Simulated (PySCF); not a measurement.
**Electron correlation in C (carbon, neutral)**

[He] 2s2 2p2, high-spin 3P determinant. Calculation: PySCF 2.14, in ANO-RCC-VTZP (4s3p2d1f, 30 functions); scalar relativity by spin-free X2C-1e. Frozen: nothing; 6 electrons correlated.

| level | correlation energy (mhartree) |
| --- | --- |
| CCSD | -94.78 |
| (T) | -2.28 |
| CCSD(T) | -97.06 |
| CCSDT | -97.59 |

Diagnostics: T1 = 0.0073, D1 = 0.0175, largest double amplitude 0.111.

Cost of the coupled-cluster step: about 0.8 core-seconds, for 6 correlated electrons.
